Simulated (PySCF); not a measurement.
**Heteronuclear NMR**

Molfile (atoms numbered from 1):
```
C4H4F4OSi
     RDKit          3D

 14 13  0  0  0  0  0  0  0  0999 V2000
    3.4206   -0.7249   -1.3717 O   0  0  0  0  0  0  0  0  0  0  0  0
    2.7740   -0.4116   -0.4086 C   0  0  0  0  0  0  0  0  0  0  0  0
    1.3164   -0.2241   -0.4253 C   0  0  0  0  0  0  0  0  0  0  0  0
    0.5961    0.1070    0.6523 C   0  0  0  0  0  0  0  0  0  0  0  0
    1.2316    0.2824    1.8315 F   0  0  0  0  0  0  0  0  0  0  0  0
   -1.2748    0.3923    0.8182 Si  0  0  0  0  0  4  0  0  0  0  0  0
   -2.0201    0.0641   -0.9524 C   0  0  0  0  0  0  0  0  0  0  0  0
   -1.5171    0.8865   -1.8939 F   0  0  0  0  0  0  0  0  0  0  0  0
   -1.7953   -1.1899   -1.3908 F   0  0  0  0  0  0  0  0  0  0  0  0
   -3.3536    0.2376   -0.9732 F   0  0  0  0  0  0  0  0  0  0  0  0
    3.2431   -0.2389    0.5760 H   0  0  0  0  0  0  0  0  0  0  0  0
    0.8237   -0.3715   -1.3740 H   0  0  0  0  0  0  0  0  0  0  0  0
   -1.8787   -0.5978    1.7046 H   0  0  0  0  0  0  0  0  0  0  0  0
   -1.5666    1.7882    1.1303 H   0  0  0  0  0  0  0  0  0  0  0  0
  1  2  2  0
  2  3  1  0
  3  4  2  0
  4  5  1  0
  4  6  1  0
  6  7  1  0
  7  8  1  0
  7  9  1  0
  7 10  1  0
  2 11  1  0
  3 12  1  0
  6 13  1  0
  6 14  1  0
M  END
```

Level of theory: GIAO PBE0/pcSseg-1 shieldings, GFN2-xTB structure, in PySCF (non-relativistic Hamiltonian, no solvent, single conformer, one averaged value for each set of equivalent atoms).

Question: What are the 19F shifts?

Answer: 
```csv
atoms,environment,σ (ppm),δ (ppm)
F8/F9/F10,fluorine of a CF3 group,239.7,-55.7
F5,vinylic fluorine,275.6,-102.6
```

Shieldings were converted by a linear fit to measured shifts: 19F (scatter 6.0 ppm rms, 7.0 ppm with the 5 outliers that the fit left out vs CFCl3, solution or neat liquid, with a term for F on sp3 carbon). A few per cent of atoms miss by over 2 rms, more outside the fitted compound classes.

On a 400 MHz spectrometer 19F resonates near 376.4 MHz, so 1 ppm is 376.4 Hz.

Question: Predict the 29Si NMR data.

Answer: 
```tsv
atoms	environment	σ (ppm)	δ (ppm)
Si6	silicon bonded to 2 C, 2 H	407.9	-55.3
```

Shieldings were converted by a linear fit to measured shifts: 29Si: δ = 279.94 − 0.822σ (rms 8.9 ppm, 72 shifts, 25.8 ppm with the 6 outliers that the fit left out vs TMS, solution or neat liquid). A few per cent of atoms miss by over 2 rms, more outside the fitted compound classes.

On a 400 MHz spectrometer 29Si resonates near 79.5 MHz, so 1 ppm is 79.5 Hz.

Question: What are the 17O shifts?

Answer: 
```tsv
atoms	environment	σ (ppm)	δ (ppm)
O1	aldehyde oxygen	-386.8	619.1
```

Shieldings were converted by a linear fit to measured shifts: 17O (scatter 10.7 ppm rms, 12.2 ppm with the 3 outliers that the fit left out vs liquid water, solution or neat liquid). Occasional misses reach two or three times the rms, and more in compound classes unlike the fitted ones.

On a 600 MHz spectrometer 17O resonates near 81.3 MHz, so 1 ppm is 81.3 Hz.
